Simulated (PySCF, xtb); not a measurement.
O₂Se, SMILES O=[Se]=O (connectivity only; charge and spin as stated), charge +1, multiplicity 2.

Harmonic wavenumbers (cm⁻¹) from xtb 6.7.1 with GFN2-xTB at its own minimum, in rising order: 340, 919, 928.

Problem. What does PBE-D3(BJ)/def2-TZVP in PySCF give at its own minimum? (An estimate is asked for; the answer gives what the named calculation found.)

Solution. 280, 777, 875. Paired by order, the mean absolute difference is 85 cm⁻¹ and the zero-point energies are 3.1 and 2.8 kcal/mol.
